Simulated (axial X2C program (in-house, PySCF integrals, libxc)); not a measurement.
**Excited states of BeHg by EOM-EE-CCSD**

Calculated with an axial X2C code built on PySCF integrals: two-component X2C with atomic mean-field Coulomb and Gaunt terms, Gaussian nuclei, basis Hg dyall-acv3z, Be dyall-acv3z with contracted cores.

R = 2.855 Å (near the PBE0 minimum at charge 0 of the determinant lowest at the starting distance; the state shown can have its own minimum elsewhere).

Vertical excitation energies from the closed-shell determinant state of BeHg:

```
 Ω  excitation (eV)   cm⁻¹         hole of the leading pair     particle of the leading pair  weight of the pair (for Ω = 0 its time-reversed partner can hold as much again)  singles weight
0⁻            2.275  18345   60% Be sσ, 18% Hg pσ, 7% Hg sσ  54% Be pπ, 20% Be pσ, 10% Hg pπ                                                                             0.48            0.97
 1            2.314  18664   59% Be sσ, 18% Hg pσ, 8% Hg sσ  41% Be pπ, 31% Be pσ, 13% Hg pσ                                                                             0.68            0.97
0⁺            2.332  18811   63% Be sσ, 18% Hg pσ, 6% Hg dσ             84% Be pπ, 12% Hg pπ                                                                             0.48            0.97
 2            2.384  19228   64% Be sσ, 18% Hg pσ, 6% Hg dσ              86% Be pπ, 9% Hg pπ                                                                             0.97            0.97
 1            2.443  19706   59% Be sσ, 18% Hg pσ, 8% Hg sσ  51% Be pσ, 21% Hg pσ, 18% Be pπ                                                                             0.77            0.97
0⁻            2.459  19835   60% Be sσ, 18% Hg pσ, 7% Hg sσ  43% Be pσ, 29% Be pπ, 17% Hg pσ                                                                             0.48            0.97
 1            3.861  31144  42% Be sσ, 21% Hg sσ, 15% Hg pσ             49% Hg pπ, 43% Be pπ                                                                             0.49            0.91
0⁺            4.258  34343  39% Hg sσ, 24% Be sσ, 16% Be pσ    65% Hg pπ, 9% Be dπ, 7% Hg pσ                                                                             0.40            0.95
0⁻            4.305  34719  48% Hg sσ, 18% Be pσ, 15% Be sσ             80% Hg pπ, 11% Be dπ                                                                             0.39            0.96
```

This point took 42 s on 1 thread of Arm Neoverse V2, with other jobs on the host.

Reference electrons by ω block (each with its −ω partner): 1/2: 24, 3/2: 12, 5/2: 5, 7/2: 1. 14 electrons of BeHg correlated (inner shells frozen), 88 natural virtual spinors (a truncated set); levels can be off by some tenths of an eV. Roots sought by Ω: (0: 5, 1: 4, 2: 3, 3: 1); rows need 60 % singles weight and stop where some Ω has no more roots. Missing are any skipped roots, higher Ω and states of a further excitation; these come out far too high here and may in truth be low or lowest. T1 of the reference 0.016 (Lee–Taylor). Number of frozen shells: Hg 5 s, 4 p, 2 d, 1 f; Be 1 s.
